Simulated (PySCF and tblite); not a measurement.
Values are calculated unless marked as measured or tabulated.
C7H12O, numbered as in [CH2:1]=[CH:2][C@@H:3]1[CH2:4][CH2:5][CH2:6][CH2:7][O:8]1.

Search: ETKDG and KDG, MMFF94s, GFN2-xTB, 90 starts; geometries at PBE0-D3(BJ)/def2-SVP. Weights use PBE0-D3(BJ)/def2-TZVP energies plus GFN2-xTB zero-point and thermal terms (modes under about 100 cm⁻¹ blended into free rotors). Symmetry numbers and mirror images are counted. Conformers within 4 kcal/mol (GFN2-xTB free energy) were kept, 5 at most. GIAO shieldings: PBE0/pcSseg-1. Shifts are against TMS (¹H), TMS (¹³C) at the same level; of two unlike H on one atom, a is the less shielded. Run with PySCF (density fitting) and tblite.

Torsions listed: C1–C2–C3–O8. The 6-ring runs over atoms 3–4–5–6–7–8.

```csv
conformer,shape,symmetry,E(GFN2) kcal/mol,E(DFT) kcal/mol
1,6-ring chair (all substituents equatorial); -2°,C1,0.32,0.00
2,6-ring chair (all substituents equatorial); 134°,C1,0.00,0.59
3,6-ring chair (C2 axial); 17°,C1,0.76,2.27
4,6-ring chair (C2 axial); 120°,C1,1.39,3.16
```

(1) How much do the weights at 298.15 K and the averaged shift of H1a depend on how the conformers are weighted?

Answers

(1) 
| weighting | 1 (%) | 2 (%) | 3 (%) | 4 (%) | δ (ppm) | rms dipole (D) |
| --- | --- | --- | --- | --- | --- | --- |
| DFT energy with thermal terms, symmetry and mirror images (full scheme) | 69 | 29 | 1 | 1 | 5.65 | 1.56 |
| DFT energy with symmetry and mirror images | 72 | 26 | 2 | 0 | 5.67 | 1.57 |
| bare DFT energy | 72 | 26 | 2 | 0 | 5.67 | 1.57 |
| GFN2-xTB energy with symmetry and mirror images | 30 | 51 | 14 | 5 | 5.55 | 1.49 |
| GFN2-xTB free energy | 28 | 55 | 8 | 9 | 5.51 | 1.49 |
| leading conformer alone | 100 | 0 | 0 | 0 | 5.78 | 1.61 |
| equal weights | 25 | 25 | 25 | 25 | 5.59 | 1.47 |
| full scheme, search stopped after three starts | 0 | 100 | 0 | 0 | 5.35 | 1.45 |

The largest departure from the full scheme, 0.30 ppm, comes with: full scheme, search stopped after three starts.
